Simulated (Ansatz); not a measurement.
Isolated molecules relaxed with PBE0-D4/def2-TZVP in Ansatz; ΔE leaves out vibrations. CBS: MP2 limit from def2 TZ/QZ plus the TZ coupled-cluster correction, frozen cores. This one scheme is used for every species. Functionals use def2-TZVPP. One conformer a species, not always the lowest.

`CS[SiH](N)F` + SiH₄ → `CS[SiH](N)[SiH3]` + H–F  (formal exchange of groups at the Si–F bond)

`CS[SiH](N)F`:

Z-matrix (Å, degrees):
```
C
S 1 1.818
H 1 1.088 2 110.9
H 1 1.089 2 111.1 3 -122.7
H 1 1.089 2 106.5 3 118.9
Si 2 2.111 1 100.8 3 55.7
F 6 1.605 2 106.9 1 -36.8
N 6 1.689 2 106.3 1 -160.5
H 6 1.479 2 115.9 1 79.0
H 8 1.006 6 122.4 2 -152.2
H 8 1.006 6 122.8 2 44.0
```

SiH₄:

Cartesian coordinates in Å:
```
Si 0.000 0.000 0.000
H -0.011 1.459 -0.276
H 0.383 -0.733 -1.233
H -1.353 -0.432 0.433
H 0.981 -0.293 1.075
```

`CS[SiH](N)[SiH3]`:

```xyz
14

C    -0.767   -1.123   -1.766
S    -1.739    0.230   -1.045
Si   -0.611    0.621    0.717
N    -0.486   -0.802    1.671
Si    1.572    1.320    0.229
H    -0.526   -1.866   -1.006
H    -1.385   -1.585   -2.536
H     0.149   -0.748   -2.221
H    -1.388    1.742    1.322
H    -1.310   -1.267    2.018
H     0.311   -0.956    2.265
H     1.550    2.715   -0.286
H     2.188    0.442   -0.803
H     2.442    1.275    1.440
```

H–F:

```xyz
2

F    -0.355   -0.271   -0.108
H     0.355    0.271    0.108
```

```json
{"level": "r2SCAN-D4", "ΔE (kcal/mol)": "38.0"}
{"level": "PBE0-D4", "ΔE (kcal/mol)": "33.6"}
{"level": "B2PLYP", "ΔE (kcal/mol)": "40.5"}
{"level": "MP2/def2-QZVPP", "ΔE (kcal/mol)": "38.1"}
```

Task: What does CCSD(T)/CBS give? (An estimate is asked.)

Result: Ansatz gave: +37.1 kcal/mol. The listed levels differ from it by 0.9, -3.5, 3.4, 1.0 kcal/mol.

Largest T1 diagnostic among the species: 0.012.

From PBE to PBE0 (25 % exact exchange), in def2-TZVPP and without D4, ΔE moves by +1.2 kcal/mol. In def2-TZVPP, CCSD(T) changes the Hartree–Fock value by −8.5 kcal/mol (the triples alone add −1.2 kcal/mol) and MP2 by −7.9 kcal/mol. The D4 term adds −3.0 kcal/mol with B3LYP and −1.8 kcal/mol with PBE0; it sums over pairs of atoms, weighted by their polarisabilities, and B3LYP, whose exchange is more repulsive, gets the larger term.

B3LYP here is the variant with VWN-RPA as its local correlation; programs differ in this.
